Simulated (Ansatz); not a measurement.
C$_{4}$H$_{6}$ClN$_{2}$Pd (SMILES CC#[N]->[Pd+]([Cl])<-[N]#CC), charge +1, singlet, geometry from GFN2-xTB (such geometries of metal compounds can be far from the true shape) (the multiplicity is a formal guess) (all electrons, no relativity); HF/3-21G run with Ansatz (an electronic-structure program).

Here is a job for Ansatz.
Ansatz 0.2 input:
```yaml
crystal:
  periodic: [false, false, false]
  atoms:
    - {symbol: Pd, position_ang: [-0.35637324, 0.01987576, 0.12555418]}
    - {symbol: Cl, position_ang: [1.70157818, -0.08856845, -0.59531569]}
    - {symbol: C, position_ang: [0.91244756, -2.41756458, 3.64946867]}
    - {symbol: C, position_ang: [0.47059379, -1.64451613, 2.55105356]}
    - {symbol: N, position_ang: [0.10048793, -1.01478026, 1.65948693]}
    - {symbol: H, position_ang: [1.35811432, -1.76683907, 4.40358317]}
    - {symbol: H, position_ang: [1.66151121, -3.13512869, 3.31009091]}
    - {symbol: H, position_ang: [0.07403315, -2.95776244, 4.09176749]}
    - {symbol: C, position_ang: [-1.33507777, 2.43348223, -3.50559061]}
    - {symbol: C, position_ang: [-1.06675793, 1.67400875, -2.34345676]}
    - {symbol: N, position_ang: [-0.85896022, 1.05539646, -1.39344341]}
    - {symbol: H, position_ang: [-0.60302534, 2.18597443, -4.27633716]}
    - {symbol: H, position_ang: [-1.26632658, 3.49827300, -3.27718291]}
    - {symbol: H, position_ang: [-2.33589425, 2.21008696, -3.87820079]}
basis:
  gaussian:
    orbitals: 3-21G.json
    point_charges:
      - {charge: 0.5, position_ang: [5.0078, 6.1590, 0.5909]}
hamiltonian:
  xc: hf
total_charge: 1
```
The basis file holds 3-21G in the JSON format of the Basis Set Exchange.

Output, abridged:

```
Functional definition: HF
1522 factors; integrals over basis functions are off by at most 1.0e-3 eV
mean field evaluation 1: about -153314.2621 eV, gradient 6.5e1 eV
mean field evaluation 2: about -153314.6931 eV, gradient 6.5e1 eV
mean field evaluation 4: about -153325.1282 eV, gradient 6.1e0 eV
mean field evaluation 8: about -153325.4043 eV, gradient 8.2e-1 eV
mean field evaluation 16: about -153325.4128 eV, gradient 4.4e-5 eV
mean field -153325.41279652 eV, -5634.6049925744 hartree, gradient 4.4e-5 eV, S^2 0.000000; 0 other end points of the search recorded, 0 dependent functions left out
reference -153325.41279652 eV, -5634.6049925744 hartree; 53, 53 occupied and 65, 65 virtual orbitals, 1522 factors
Total energy: -153325.41279652 eV, -5634.6049925744 hartree
```
